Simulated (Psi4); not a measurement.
C$_{3}$H$_{8}$N (SMILES [CH2]NCC), doublet, at a GFN2-xTB geometry; MN15/pcseg-1 (Psi4).

Input for Psi4:
```
memory 2 GB

molecule mol {
0 2
C     1.838378    0.507686    0.145237
N     0.470152    0.430494    0.367500
C    -0.351183   -0.324369   -0.548644
C    -1.737169   -0.545382    0.044242
H     2.310593   -0.390535   -0.207466
H     2.387025    1.144895    0.812663
H     0.054203    1.310435    0.645959
H    -0.444851    0.178866   -1.525646
H     0.142965   -1.285158   -0.716877
H    -1.658030   -1.048781    1.004448
H    -2.338236   -1.156372   -0.623640
H    -2.244886    0.405585    0.193051
}

set {
  basis pcseg-1
  reference uks
}

energy('mn15')
print_variables()
```

What the program printed (banner, timings and long lists left out):

```
   => Loading Basis Set <=

    Name: PCSEG-1
    Role: ORBITAL
    Keyword: BASIS

         ---------------------------------------------------------
                                   SCF
               by Justin Turney, Rob Parrish, Andy Simmonett
                          and Daniel G. A. Smith
                              UKS Reference
         ---------------------------------------------------------

  ==> Geometry <==

    Molecular point group: c1
    Full point group: C1

    Geometry (in Angstrom), charge = 0, multiplicity = 2:

       Center              X                  Y                   Z               Mass
    ------------   -----------------  -----------------  -----------------  -----------------
         C            1.807746272371     0.493291730230     0.138083467584    12.000000000000
         N            0.439520272371     0.416099730230     0.360346467584    14.003074004430
         C           -0.381814727629    -0.338763269770    -0.555797532416    12.000000000000
         C           -1.767800727629    -0.559776269770     0.037088467584    12.000000000000
         H            2.279961272371    -0.404929269770    -0.214619532416     1.007825032230
         H            2.356393272371     1.130500730230     0.805509467584     1.007825032230
         H            0.023571272371     1.296040730230     0.638805467584     1.007825032230
         H           -0.475482727629     0.164471730230    -1.532799532416     1.007825032230
         H            0.112333272371    -1.299552269770    -0.724030532416     1.007825032230
         H           -1.688661727629    -1.063175269770     0.997294467584     1.007825032230
         H           -2.368867727629    -1.170766269770    -0.630793532416     1.007825032230
         H           -2.275517727629     0.391190730230     0.185897467584     1.007825032230

  Running in c1 symmetry.

  Rotational constants: A =      0.94320  B =      0.13831  C =      0.12895 [cm^-1]
  Rotational constants: A =  28276.54013  B =   4146.29512  C =   3865.87913 [MHz]
  Nuclear repulsion =  126.237159532457213

  Charge       = 0
  Multiplicity = 2
  Electrons    = 33
  Nalpha       = 17
  Nbeta        = 16

  ==> Algorithm <==

  SCF Algorithm Type is DF.
  DIIS enabled.
  MOM disabled.
  Fractional occupation disabled.
  Guess Type is SAD.
  Energy threshold   = 1.00e-06
  Density threshold  = 1.00e-06
  Integral threshold = 1.00e-12

  ==> Primary Basis <==

  Basis Set: PCSEG-1
    Blend: PCSEG-1
    Number of shells: 48
    Number of basis functions: 96
    Number of Cartesian functions: 100
    Spherical Harmonics?: true
    Max angular momentum: 2

  ==> DFT Potential <==

   => LibXC <=

    Version 7.1.2
    S. Lehtola, C. Steigemann, M. J. T. Oliveira, and M. A. L. Marques,  SoftwareX 7, 1–5 (2018) (10.1016/j.softx.2017.11.002)

   => Composite Functional: MN15 <=

   MN15 Hybrid Meta-GGA Exchange-Correlation Functional

    H. S. Yu, X. He, S. L. Li, and D. G. Truhlar, Chem. Sci. 7, 5032-5051, 2016

    Deriv               =              1
    GGA                 =           TRUE
    Meta                =           TRUE

    Exchange Hybrid     =           TRUE
    MP2 Hybrid          =          FALSE

   => Exchange Functionals <=

    1.0000   XC_HYB_MGGA_X_MN15

   => Exact (HF) Exchange <=

    0.4400               HF

   => Correlation Functionals <=

    1.0000   XC_MGGA_C_MN15

   => LibXC Density Thresholds  <==

    XC_MGGA_C_MN15:  1.00E-15
    XC_HYB_MGGA_X_MN15:  1.00E-15

   => Molecular Quadrature <=

    Radial Scheme          =       TREUTLER
    Pruning Scheme         =           NONE
    Nuclear Scheme         =       TREUTLER

    Blocking Scheme        =         OCTREE
    BS radius alpha        =              1
    Pruning alpha          =              1
    Radial Points          =             75
    Spherical Points       =            302
    Total Points           =         257185
    Total Blocks           =           1969
[...]
    Using symmetric orthogonalization.

  ==> Pre-Iterations <==

  SCF Guess: Superposition of Atomic Densities via on-the-fly atomic UHF (no occupation information).

   -------------------------
    Irrep   Nso     Nmo
   -------------------------
     A         96      96
   -------------------------
    Total      96      96
   -------------------------

  ==> Iterations <==

                           Total Energy        Delta E     RMS |[F,P]|

   @DF-UKS iter SAD:  -173.01420214967985   -1.73014e+02   0.00000e+00
   @DF-UKS iter   1:  -173.22596493165611   -2.11763e-01   8.12095e-03 ADIIS/DIIS
   @DF-UKS iter   2:  -173.25656152629662   -3.05966e-02   7.97337e-03 ADIIS/DIIS
   @DF-UKS iter   3:  -173.55537477888069   -2.98813e-01   9.83736e-04 ADIIS/DIIS
   @DF-UKS iter   4:  -173.55878528323811   -3.41050e-03   2.97660e-04 ADIIS/DIIS
   @DF-UKS iter   5:  -173.55920180087537   -4.16518e-04   6.01831e-05 DIIS
   @DF-UKS iter   6:  -173.55922598132571   -2.41805e-05   2.35382e-05 DIIS
   @DF-UKS iter   7:  -173.55923092518142   -4.94386e-06   1.28570e-05 DIIS
   @DF-UKS iter   8:  -173.55923261936002   -1.69418e-06   3.21075e-06 DIIS
   @DF-UKS iter   9:  -173.55923273402354   -1.14664e-07   6.03927e-07 DIIS
  Energy and wave function converged.

  ==> Post-Iterations <==

   Electrons on quadrature grid:
      Nalpha   =   17.0000224093 ; deviation = 2.241e-05
      Nbeta    =   16.0000245283 ; deviation = 2.453e-05
      Ntotal   =   33.0000469376 ; deviation = 4.694e-05

   @Spin Contamination Metric:   3.009186360E-03
   @S^2 Expected:                7.500000000E-01
   @S^2 Observed:                7.530091864E-01
   @S   Expected:                5.000000000E-01
   @S   Observed:                5.000000000E-01

    Orbital Energies [Eh]
    ---------------------

    Alpha Occupied:

[...]
    Alpha Virtual:

[...]
      96A      3.407192

    Beta Occupied:

[...]
      16A     -0.310714

    Beta Virtual:

[...]
    Final Occupation by Irrep:
              A
    DOCC [    16 ]
    SOCC [     1 ]
    NA   [    17 ]
    NB   [    16 ]

  @DF-UKS Final Energy:  -173.55923273402354

   => Energetics <=

    Nuclear Repulsion Energy =            126.2371595324572127
    One-Electron Energy =                -482.5831340425164058
    Two-Electron Energy =                 197.7374566033706742
    DFT Exchange-Correlation Energy =     -14.9507148273350161
    Empirical Dispersion Energy =           0.0000000000000000
    VV10 Nonlocal Energy =                  0.0000000000000000
    Total Energy =                       -173.5592327340235386

  UHF NO Occupations:
  HONO-2 :   15  A 1.9996243
  HONO-1 :   16  A 1.9993177
  HONO-0 :   17  A 1.0000000
  LUNO+0 :   18  A 0.0006823
  LUNO+1 :   19  A 0.0003757
  LUNO+2 :   20  A 0.0002887
  LUNO+3 :   21  A 0.0001060

Computation Completed

Properties will be evaluated at   0.000000,   0.000000,   0.000000 [a0]

Properties computed using the SCF density matrix

 Multipole Moments:

 ------------------------------------------------------------------------------------
     Multipole            Electronic (a.u.)      Nuclear  (a.u.)        Total (a.u.)
 ------------------------------------------------------------------------------------

 L = 1.  Multiply by 2.5417464519 to convert [e a0] to [Debye]
 Dipole X            :          1.4593991           -1.9102183           -0.4508192
 Dipole Y            :          0.9541458           -0.8976348            0.0565110
 Dipole Z            :          0.4113343           -0.4460974           -0.0347631
 Magnitude           :                                                    0.4556753

 ------------------------------------------------------------------------------------

  Variable Map:
  ----------------------------------------------------------------------------
[...]
  Array Variable Map:
  ----------------------------------------------------------------------------
[...]
[...]
```
